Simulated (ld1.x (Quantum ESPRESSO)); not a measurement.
**Logarithmic derivatives: titanium, PAW**

Ti, PAW, made with ld1.x (Quantum ESPRESSO) 7.5 (PBEsol, fully relativistic). Core [Ar], reference 3d2 4s1.5 4p0.5. Waves: 4s (bound): rcut 2.15, rcutus 2.90 bohr; 4s channel at 0.05 Ry: rcut 2.15, rcutus 2.90 bohr; 4p (bound): rcut 3.15, rcutus 3.55 bohr; 4p channel at 1.35 Ry: rcut 3.15, rcutus 3.55 bohr; 3d (bound): rcut 1.30, rcutus 1.60 bohr; 3d channel at 0.15 Ry: rcut 1.30, rcutus 1.60 bohr. Local part: all-electron potential smoothed inside 3.55 bohr (lloc = -1). Core correction: Bessel-smoothed model core inside 0.80 bohr. Augmentation charge: PSQ, inside the norm-conserving radii.

Open shells are filled in proportion to 2j + 1 (rel_dist='average').

The phase is arctan(r·u′/u) with u = r·R(r), unwrapped; energies in Ry, scanned from -2 to 5 Ry. A pole is an energy at which the radial function vanishes at the test radius. The pseudo phase is shifted by a multiple of π to meet the all-electron one at the reference energy, and phase errors are pseudo minus all-electron; the curves can meet again beyond the range given. Levels narrower than the energy grid can be missing from the lists of poles.

Problem. For each channel, where are the poles, and over which energies does the pseudopotential scatter like the atom?

Solution.

| channel | radius (bohr) | reference energy (Ry) | poles, all-electron | poles, pseudo | unbroken range about the reference energy with phases within 0.05 rad | phase error 1 Ry above the reference energy (rad) |
| --- | --- | --- | --- | --- | --- | --- |
| s | 3.87 | -0.36 | 0.19, 3.64 | 0.19, 3.20, 4.77 | below 1.6 | -0.000 |
| p1/2 | 3.87 | -0.13 | 0.73, 4.24 | 0.72, 3.78 | below 2.1 | -0.000 |
| p3/2 | 3.87 | -0.13 | 0.74, 4.26 | 0.74, 3.79 | below 2.1 | -0.000 |
| d3/2 | 3.87 | -0.36 | -0.31, 1.74 | -0.31, 1.76 | below 2.8 | +0.002 |
| d5/2 | 3.87 | -0.36 | -0.31, 1.74 | -0.31, 1.76 | below 2.8 | +0.002 |

The ghost test of this file was not conclusive.

Phases in the d3/2 channel:

```tsv
E (Ry)	all-electron	pseudo
-2.00	1.387	1.387
-1.76	1.374	1.374
-1.52	1.359	1.359
-1.28	1.338	1.338
-1.04	1.310	1.310
-0.80	1.264	1.264
-0.56	1.143	1.143
-0.32	-1.540	-1.540
-0.08	-1.882	-1.882
0.16	-2.059	-2.059
0.40	-2.432	-2.431
0.64	-3.447	-3.445
0.88	-4.224	-4.222
1.12	-4.486	-4.484
1.36	-4.606	-4.604
1.60	-4.679	-4.676
1.84	-4.734	-4.730
2.08	-4.783	-4.777
2.32	-4.835	-4.824
2.56	-4.903	-4.883
2.80	-5.016	-4.969
3.04	-5.283	-5.133
3.28	-6.261	-5.601
3.52	-7.289	-6.815
3.76	-7.567	-7.405
4.00	-7.678	-7.593
4.24	-7.739	-7.682
4.48	-7.779	-7.735
4.72	-7.809	-7.771
4.96	-7.833	-7.798
```
